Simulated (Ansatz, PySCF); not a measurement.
O2Ti, charge -1, doublet, geometry from GFN2-xTB (such geometries of metal compounds can be far from the true shape) (the multiplicity is a formal guess). Base run: WB97X/6-31G** (PySCF).

The PySCF input:
```python
from pyscf import gto, scf, dft

mol = gto.M(
    atom='''
Ti    0.17671029    0.03381783    0.21252698
O     0.89488978    0.15312000   -1.27009293
O    -1.38084307   -0.24611904    0.68564374
''',
    basis='6-31g**',
    charge=-1,
    spin=1,
    verbose=4,
)

mf = dft.UKS(mol)
mf.xc = 'wb97x'
mf.kernel()
```

The same geometry, method and basis name were run in Ansatz (a program for electronic structure) and PySCF, at each program's defaults and at the settings that a row names. The base is PySCF at its defaults. Differences at the defaults can come from grids, fitting, cores and function types together.

```json
[
 {"code and settings": "PySCF, defaults (exact integrals, its default grid, spherical functions)", "ΔE vs base (µEh)": "0.0", "basis functions": "62", "E (Eh)": "-999.84352", "SCF cycles": "18"},
 {"code and settings": "Ansatz, defaults (factorised integrals, its default grid, Cartesian functions)", "ΔE vs base (µEh)": "-5814", "basis functions": "66", "E (Eh)": "-999.84934", "SCF cycles": "-"},
 {"code and settings": "PySCF, density fitting with def2-universal-jkfit", "ΔE vs base (µEh)": "-19.1", "basis functions": "62", "E (Eh)": "-999.84354", "SCF cycles": "18"},
 {"code and settings": "PySCF, fine grid", "ΔE vs base (µEh)": "8.3", "basis functions": "62", "E (Eh)": "-999.84351", "SCF cycles": "18"},
 {"code and settings": "Ansatz, high accuracy, Cartesian functions as the basis file defines them", "ΔE vs base (µEh)": "-5813", "basis functions": "66", "E (Eh)": "-999.84934", "SCF cycles": "-"}
]
```

Open shells are given as the SCF converged; they aren't shown to be the lowest states, and a large step between rows can be another state.
